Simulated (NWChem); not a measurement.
Species: BI$_{3}$; SMILES IB(I)I

def2 effective core potentials on I; no spin-orbit coupling.

Q: Give the equilibrium geometry at PBE0/def2-SVP with def2 effective core potentials on I (NWChem) as an XYZ file, with the point group.

A: point group D3h; any orientation.
```
4

B      0.0000     0.0000    -0.0009
I      0.5464     2.0483    -0.0009
I      1.5007    -1.4974    -0.0009
I     -2.0471    -0.5510    -0.0009
```
